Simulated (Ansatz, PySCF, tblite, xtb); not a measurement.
Interaction energy of HCl3Ge ··· HCl (SMILES [Cl][GeH]([Cl])[Cl] and Cl). Monomers: optimised at B3LYP-D3(BJ) (def2-TZVP), held rigid. Orientation: lowest of the rigid-body minima from ten starts at GFN2-xTB. R is the distance of the centres of mass, along which the second monomer moves.

- GFN2-xTB (tblite)
- GFN1-xTB (xtb)
- RHF/STO-3G = PySCF with restricted Hartree-Fock/STO-3G, no counterpoise correction
- CCSD(T)/aug-cc-pVDZ = CCSD(T) on RHF/aug-cc-pVDZ, cores with 3d frozen, counterpoise-corrected (Ansatz, an electronic-structure program)

Interaction energies in kJ/mol; the last columns give the difference from CCSD(T):

```tsv
R / Å	GFN2-xTB	GFN1-xTB	RHF/STO-3G	CCSD(T)/aug-cc-pVDZ	GFN2-xTB − CCSD(T)/aug-cc-pVDZ	GFN1-xTB − CCSD(T)/aug-cc-pVDZ	RHF/STO-3G − CCSD(T)/aug-cc-pVDZ
3.07	0.29	23.58	51.32	58.36	-58.07	-34.77	-7.03
3.33	-15.92	-0.69	16.32	21.52	-37.43	-22.21	-5.20
3.50	-18.22	-8.03	5.49	9.05	-27.27	-17.08	-3.56
3.69	-17.45	-11.77	-0.57	1.38	-18.83	-13.15	-1.95
3.93	-14.63	-12.78	-3.45	-2.91	-11.72	-9.87	-0.54
4.22	-10.94	-11.50	-3.95	-4.22	-6.72	-7.29	0.27
4.52	-7.82	-9.30	-3.44	-3.88	-3.94	-5.43	0.44
5.02	-4.42	-5.82	-2.43	-2.60	-1.82	-3.22	0.17
5.72	-2.05	-2.65	-1.51	-1.34	-0.72	-1.32	-0.17
6.68	-0.80	-0.86	-0.86	-0.58	-0.21	-0.28	-0.28
8.01	-0.27	-0.23	-0.46	-0.24	-0.04	0.01	-0.22
```

GFN2-xTB is furthest from CCSD(T)/aug-cc-pVDZ at 3.07 (-58.07 kJ/mol, below); its mean absolute difference over the points is 15.16 kJ/mol.

GFN1-xTB is furthest from CCSD(T)/aug-cc-pVDZ at 3.07 (-34.77 kJ/mol, below); its mean absolute difference over the points is 10.42 kJ/mol.

RHF/STO-3G is furthest from CCSD(T)/aug-cc-pVDZ at 3.07 (-7.03 kJ/mol, below); its mean absolute difference over the points is 1.80 kJ/mol.
